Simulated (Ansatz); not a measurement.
Harmonic frequencies (cm⁻¹) at PBE0-D4/def2-TZVP from Ansatz: 175, 192, 241, 302, 318, 337, 383, 397, 546, 806, 827, 868, 978, 990, 1577, 3613, 3711, 3928.

Each molecule was computed in one conformer, which needn't be the lowest.

Question: Which molecule is it?
A. `F[Si](S)(S)S`
B. `N[Si](O)(F)Cl`
C. `F[Si](F)(F)[SiH](Cl)Cl`
D. `O=C=N[SiH2]Cl`

Answer: B.
